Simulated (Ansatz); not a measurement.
Consider the redistribution: `[SnH3][CH2][SnH3]` + `CC(O)[SiH3]` → `O[CH]([SiH3])[SnH3]` + `C[CH2][SnH3]`.

Computed with Ansatz on PBE0-D4/def2-TZVP structures; ΔE is electronic, products minus reactants. CCSD(T)/CBS is the MP2 limit (def2-TZVPP, def2-QZVPP) plus CCSD(T) − MP2 in def2-TZVPP, frozen cores. DFT in def2-TZVPP. def2 core potentials past Kr. For Sn outer-core shells are correlated without core-valence functions, which leaves a few kJ/mol of doubt a bond. Each species was taken in one conformer, which may not be the lowest.

| level | ΔE (kJ/mol) |
| --- | --- |
| r2SCAN | 28.0 |
| CCSD/def2-TZVPP | 34.2 |

Problem. What does CCSD(T)/CBS give? (An estimate is asked.)

Solution. The calculation gave: +31.6 kJ/mol. The listed levels differ from it by -3.6, 2.6 kJ/mol.

Largest T1 diagnostic among the species: 0.013.

From PBE to PBE0 (25 % exact exchange), in def2-TZVPP and without D4, ΔE moves by +5.2 kJ/mol. In def2-TZVPP, CCSD(T) changes the Hartree–Fock value by −5.9 kJ/mol (the triples alone add −0.9 kJ/mol) and MP2 by −4.5 kJ/mol.
